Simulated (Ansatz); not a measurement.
**A barrier at the coupled-cluster level**

Start structure (AlBHCl$_{5}$, singlet), relaxed at PBE0-D4/def2-TZVP:

```csv
atom,x (Å),y (Å),z (Å)
Al1,-0.8488,0.9230,-1.1868
H2,0.4287,0.7495,-2.0753
Cl3,-2.7083,0.2266,-1.8750
Cl4,-0.8931,2.3819,0.3253
B5,1.0333,-1.0571,1.2139
Cl6,-0.5097,-1.1840,0.3495
Cl7,2.1491,0.1833,0.8042
Cl8,1.3488,-2.2232,2.4443
```

The step: BCl₃ ([Cl][B]([Cl])[Cl]) + AlHCl₂ ([Cl][AlH][Cl]) → AlCl₃ ([Cl][Al]([Cl])[Cl]) + BHCl₂ ([Cl][BH][Cl]) (still joined by a long Al–H, B–Cl bond); bonds formed: H2–B5; dative contacts that become bonds: Al1–Cl6; bonds weakened to dative contacts: Al1–H2, B5–Cl6. Program: Ansatz 0.2.0. Basis: def2-TZVPP and def2-QZVPP. Cores are frozen in the correlated methods. Extrapolation: Hartree–Fock as exp(−7.88 √X), correlation as X^−2.97. Energies below are by CCSD(T) at an estimated basis limit (MP2 extrapolated from triple and quadruple zeta, plus CCSD(T) − MP2 in triple zeta).

**Question.** What are the electronic barrier and the energy of the step, from the start structure to the end structure? (An estimate is asked for; the value comes from the calculation.)

**Answer.** By the calculation: Barrier 2.09 kcal/mol; step energy -14.47 kcal/mol (downhill); reverse barrier, their difference, 16.56 kcal/mol. Barrier and step energy count from the start structure, the reverse barrier from the end structure.

The saddle point: One imaginary mode of 137i cm⁻¹.
```csv
pair,start (Å),saddle (Å),end (Å)
Al1–Cl6,2.63,2.53,2.18
H2–B5,3.80,2.29,1.27
Al1–H2,1.57,1.58,1.78
B5–Cl6,1.77,1.81,2.11
```

Zero-point energy (harmonic, PBE0-D4): ZPE is 11.77 kcal/mol at the start and 11.61 kcal/mol at the saddle, so the barrier goes from 2.09 to 1.93 kcal/mol.

The T1 diagnostic stays at or below 0.011.

Ligand swaps between two centres remove the fluorinated layer in thermal atomic layer etching, and scramble precursors in the gas phase.

Labels in which every atom is bracketed show which atoms are joined, not bond orders.

For scale, one of the runs: CCSD(T)/def2-TZVPP, 297 basis functions, launched by `ansatz run in.yaml --threads 4 --pin off --events-out ev --progress --plain --max-ram 46080MiB --backend cuda --devices 0, --max-vram 37GiB`. Hardware: 4 CPU threads of an AMD EPYC 7R13 and a share of one NVIDIA H100, shared host. Wall time 6 s; peak host memory 0.87 GiB.
